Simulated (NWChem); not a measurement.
**Atomisation of iodine monochloride (ClI)**

```xyz
2

Cl     0.0000     0.0000     1.7843
I      0.0000     0.0000    -0.5723
```
Charge 0, spin multiplicity 1.

All runs are NWChem calculations. Structure: optimised with PBE0/def2-SVP with def2 effective core potentials on I, a minimum by its harmonic frequencies.

Basis set: def2-TZVP. The atomisation energy is electronic alone: no zero-point, thermal, spin-orbit or counterpoise terms. No value is extrapolated to the basis-set limit. Free atoms are single determinants with multiplicities Cl 2, I 2. Correlated methods freeze the same cores in atoms and molecule, 9 orbitals in all.

Effective core potentials replace the inner electrons of I; spin-orbit coupling is left out. B3LYP has NWChem's definition, with VWN1-RPA local correlation. No SCF solution was tested for a lower state. Open-shell Hartree-Fock references start from PBE0 orbitals. No row is a measurement; the coupled-cluster row has its own basis-set and correlation limits.

```json
[
 {"method": "HF", "atomisation energy (kcal/mol)": "18.5"},
 {"method": "PBE0", "atomisation energy (kcal/mol)": "55.0"},
 {"method": "B3LYP", "atomisation energy (kcal/mol)": "52.0"},
 {"method": "PBE", "atomisation energy (kcal/mol)": "___"},
 {"method": "M06-2X", "atomisation energy (kcal/mol)": "___"},
 {"method": "MP2", "atomisation energy (kcal/mol)": "53.8"},
 {"method": "CCSD(T)", "atomisation energy (kcal/mol)": "___"},
 {"method": "CAM-B3LYP", "atomisation energy (kcal/mol)": "___"},
 {"method": "LC-wPBE (omega 0.3 per bohr)", "atomisation energy (kcal/mol)": "52.4"}
]
```

Problem. Fill in the missing entries.

Solution. 
- PBE, atomisation energy (kcal/mol): 60.6
- M06-2X, atomisation energy (kcal/mol): 48.4
- CCSD(T), atomisation energy (kcal/mol): 49.7
- CAM-B3LYP, atomisation energy (kcal/mol): 50.3
